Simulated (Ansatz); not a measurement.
`C[CH](C)[SbH2]` + `O[SiH3]` → `[SiH3][O][SbH2]` + `CCC` at 500 K and 1 bar (ligand exchange at the Sb–C bond).

Program: Ansatz. Geometries: PBE0-D4/def2-TZVP. ΔE: electronic, gas phase. CCSD(T)/CBS adds triple-zeta CCSD(T) − MP2 to the extrapolated MP2 energy (def2 sets, frozen cores). Elements past krypton have def2 core potentials. For Sb outer-core shells are correlated without core-valence functions, which leaves a few kJ/mol of doubt a bond.

| species | CCSD(T)/CBS energy (Eh) | H − E (kJ/mol) | S (J/(mol·K)) |
| --- | --- | --- | --- |
| `C[CH](C)[SbH2]` | -359.57575 | 327.1 | 410.8 |
| `O[SiH3]` | -366.69042 | 127.5 | 292.9 |
| `[SiH3][O][SbH2]` | -607.29789 | 151.3 | 406.6 |
| `CCC` | -118.98051 | 304.1 | 314.1 |

H − E and S are ideal-gas, rigid-rotor, harmonic terms from PBE0-D4/def2-TZVP, for one conformer and one mirror image of each species. 1 Eh = 2625.50 kJ/mol, R = 8.31446 J/(mol·K).

Problem. By hand: ΔE, ΔH, ΔS and ΔG.

Solution. ΔE = (-607.29789) + (-118.98051) − (-359.57575) − (-366.69042) = -0.01223 Eh = -32.1 kJ/mol. Δ(H − E) = 151.3 + 304.1 − 327.1 − 127.5 = 0.8, so ΔH = -31.3 kJ/mol. ΔS = 406.6 + 314.1 − 410.8 − 292.9 = 17.0 J/(mol·K). ΔG = -31.3 − 500 × (17.0)/1000 = -39.8 kJ/mol.

Problem. By hand: the equilibrium constant, and the temperature at which ΔG would vanish if ΔH and ΔS stayed fixed.

Solution. log₁₀ K = −ΔG/(RT ln 10) = 4.2. ΔH and −TΔS have one sign here, so there is no such temperature.

ΔH outweighs TΔS. A doubt of 5 kJ/mol in ΔE shifts log₁₀ K by 0.5 here. Other conformers and mirror images would add mixing entropy, several J/(mol·K) or more a flexible species. Modes under 60 cm⁻¹, often nearly free rotors, make the harmonic entropy too high. These are equilibria of isolated gas molecules and say nothing of rates. Largest T1 diagnostic: 0.014 (customary marks: 0.02 for closed shells, 0.045 for open ones).
